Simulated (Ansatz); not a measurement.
```yaml
crystal:
  periodic: [false, false, false]
  atoms:
    - {symbol: C, position_ang: [-2.421825, -4.861533, -1.617342]}
    - {symbol: C, position_ang: [-2.230046, -2.535627, -0.119621]}
    - {symbol: C, position_ang: [-3.767483, -2.834216, 2.220106]}
    - {symbol: N, position_ang: [-2.803205, -0.184791, -1.534705]}
    - {symbol: Ti, position_ang: [-1.389833, 2.467195, -3.003406]}
    - {symbol: Cl, position_ang: [-3.375215, 5.834429, -1.843411]}
    - {symbol: Cl, position_ang: [-1.110692, 1.983049, -7.254732]}
    - {symbol: N, position_ang: [2.296794, 2.396267, -1.871306]}
    - {symbol: C, position_ang: [3.415016, 2.625178, 0.603303]}
    - {symbol: C, position_ang: [1.717896, 3.216117, 2.531135]}
    - {symbol: C, position_ang: [5.376103, 0.723371, 1.103660]}
    - {symbol: H, position_ang: [-1.744719, -6.370579, -0.842194]}
    - {symbol: H, position_ang: [-1.071261, -4.389076, -3.207325]}
    - {symbol: H, position_ang: [-4.206410, -5.271404, -2.219121]}
    - {symbol: H, position_ang: [0.120145, -1.985651, 0.412971]}
    - {symbol: H, position_ang: [-5.700004, -3.031458, 1.772224]}
    - {symbol: H, position_ang: [-3.525329, -0.953781, 3.211220]}
    - {symbol: H, position_ang: [-2.894057, -4.350071, 3.412196]}
    - {symbol: H, position_ang: [-4.806082, -0.253194, -2.278198]}
    - {symbol: H, position_ang: [3.873092, 1.680139, -3.126058]}
    - {symbol: H, position_ang: [4.684081, 4.526673, 0.412196]}
    - {symbol: H, position_ang: [0.636570, 5.052259, 2.138599]}
    - {symbol: H, position_ang: [0.373796, 1.611549, 2.943113]}
    - {symbol: H, position_ang: [2.801941, 3.618138, 4.484493]}
    - {symbol: H, position_ang: [6.705719, 0.402820, -0.388476]}
    - {symbol: H, position_ang: [6.232683, 1.303243, 2.813730]}
    - {symbol: H, position_ang: [4.175860, -1.160931, 1.641301]}
basis:
  gaussian: {orbitals: ANO-RCC-VTZP}
hamiltonian: {xc: {name: LC-wPBE}}
```

```sh
$ ansatz run in.yaml --threads 11 --pin off --events-out ev --progress --plain --max-ram 174080MiB --backend cuda --devices 0, --max-vram 75GiB
```

It prints (some lines left out):

```
Functional definition: LC-wPBE
3845 factors; their error is unknown
1430 factors; integrals over basis functions are off by at most 2.0e-4 eV
mean field evaluation 1: about -57634.0071 eV, gradient 1.3e2 eV
mean field evaluation 2: about -56064.2773 eV, gradient 7.6e2 eV
mean field evaluation 4: about -56695.4729 eV, gradient 5.4e2 eV
mean field evaluation 8: about -57695.6566 eV, gradient 1.9e1 eV
mean field evaluation 16: about -57698.7075 eV, gradient 2.7e0 eV
mean field evaluation 32: about -57698.7436 eV, gradient 1.6e-5 eV
mean field -57698.74363266 eV, -2120.3897188873 hartree, gradient 2.9e-6 eV, S^2 0.000000; 6 other end points of the search recorded, 0 dependent functions left out
reference -57698.74363270 eV, -2120.3897188885 hartree; 61, 61 occupied and 530, 530 virtual orbitals, 3845 factors
Total energy: -57698.74363270 eV, -2120.3897188885 hartree
Relativity: scalar
```

(1) Something in this input is off. What?

Results:

(1) The coordinates are in bohr but typed as ångström. Self-consistency was reached. The result belongs to that input, not to the molecule as meant.
